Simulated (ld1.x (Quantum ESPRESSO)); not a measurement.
Configuration tests for Cu (Z = 29) (TM)

* Element: Cu (Z = 29)
* Generator: ld1.x (Quantum ESPRESSO) 7.5
* Type: norm-conserving Troullier–Martins (Kleinman–Bylander form)
* Functional: Wu–Cohen
* Relativity: scalar-relativistic
* Frozen core: [Ne] 3s2
* Valence charge: 17
* Reference configuration: 3p6 3d10 4s0 4p0 (charge +1)
* Partial waves: 3p (bound): rc 0.95 bohr; 3d (bound): rc 1.10 bohr; 4s (bound, empty): rc 2.15 bohr
* Local potential: the s channel
* Core correction: none

Energies are relative to the spin-unpolarised reference configuration 3p6 3d10 4s0 4p0; without spin polarisation the order of configurations can differ from experiment.

**Question.** Give the all-electron excitation energy and the error of the potential for: 3p6 3d10 4s1 4p0; 3p6 3d9 4s0 4p0; 3p6 3d8 4s0 4p0; 3p6 3d9 4s1 4p1; 3p6 3d10 4s0 4p1; 3p6 3d10 4s0.5 4p0; 3p5 3d10 4s1 4p0.

**Answer.**

| valence configuration | charge | ΔE all-electron (eV) | error AE − PS (meV) |
| --- | --- | --- | --- |
| 3p6 3d10 4s1 4p0 | 0 | -8.092 | -14 |
| 3p6 3d9 4s0 4p0 | +2 | 21.338 | -212 |
| 3p6 3d8 4s0 4p0 | +3 | 60.371 | -1108 |
| 3p6 3d9 4s1 4p1 | 0 | -1.187 | -952 |
| 3p6 3d10 4s0 4p1 | 0 | -3.877 | -423 |
| 3p6 3d10 4s0.5 4p0 | +0.5 | -4.941 | -3.8 |
| 3p5 3d10 4s1 4p0 | +1 | 71.378 | -494 |

Levels in the configuration 3p6 3d10 4s0 4p1:

```
level  all-electron (eV)  pseudo (eV)
   3p            -74.211      -74.925
   3d             -7.188       -7.880
   4p             -1.658       -1.563
```

These tests converged, but a pseudo level misses the all-electron one widely, so the file describes the atom poorly there or has found another state: 3p6 3d8 4s0 4p0: empty 4p by 3.2 eV (a node warning on the way). ld1.x printed “convergence not achieved” for 4 of the counted tests; their residual had stalled under 1e-8, short of the target of 1e-14.
